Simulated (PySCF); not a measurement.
These 3 structures share the formula CH9NSi2. Theory: PBE0-D3(BJ)/def2-SVP geometry optimisation, gas phase in PySCF. Energies are electronic, without zero-point or thermal terms, for one conformer each. No frequencies were run at this level. Point groups hold within 0.08 Å.

Question: Rank from lowest to highest electronic energy at this level (kcal/mol).
A. `[CH3:1][SiH2:2][SiH2:3][NH2:4]` with C1–Si2–Si3–N4 -168°, Si2–Si3–N4–H 50° and -171°
B. `CN([SiH3])[SiH3]`
C. `[NH2:1][SiH2:2][CH2:3][SiH3:4]` with H–N1–Si2–C3 59° and -160°, N1–Si2–C3–Si4 41°

Answer: C (0.0), A (1.8), B (7.7).

As drawn, the lowest has an N–H bond and an Si–C bond, which the highest lacks. Neighbours under 2.5 kcal/mol apart (N[SiH2]C[SiH3] and C[SiH2][SiH2]N) can change places with a better method, another conformer or zero-point energy.

```csv
SMILES,E (Eh),E rel (kcal/mol),dipole (D),point group,"A, B, C (MHz)"
N[SiH2]C[SiH3],-676.67472,0.0,1.45,C1,"7274, 2448, 2011"
C[SiH2][SiH2]N,-676.67186,1.8,0.95,C1,"10138, 1942, 1727"
CN([SiH3])[SiH3],-676.66248,7.7,0.80,Cs,"6154, 2996, 2143"
```
